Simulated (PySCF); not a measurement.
An element was calculated at UHF (PySCF 2.14, spin-free X2C, a double-zeta basis, no spin-orbit coupling), in the ground configurations that NIST lists.

```
electron affinity          : 0.846 eV
first ionisation energy    : 7.413 eV
second ionisation energy   : 15.231 eV
third ionisation energy    : 32.267 eV
polarisability of the atom : 40.2 bohr³
```

**Question.** Which element is it?

**Answer.** Germanium (Ge, Z = 32), in aug-cc-pVDZ-DK. NIST lists 7.899, 15.935, 34.058 eV for these ionisation energies.
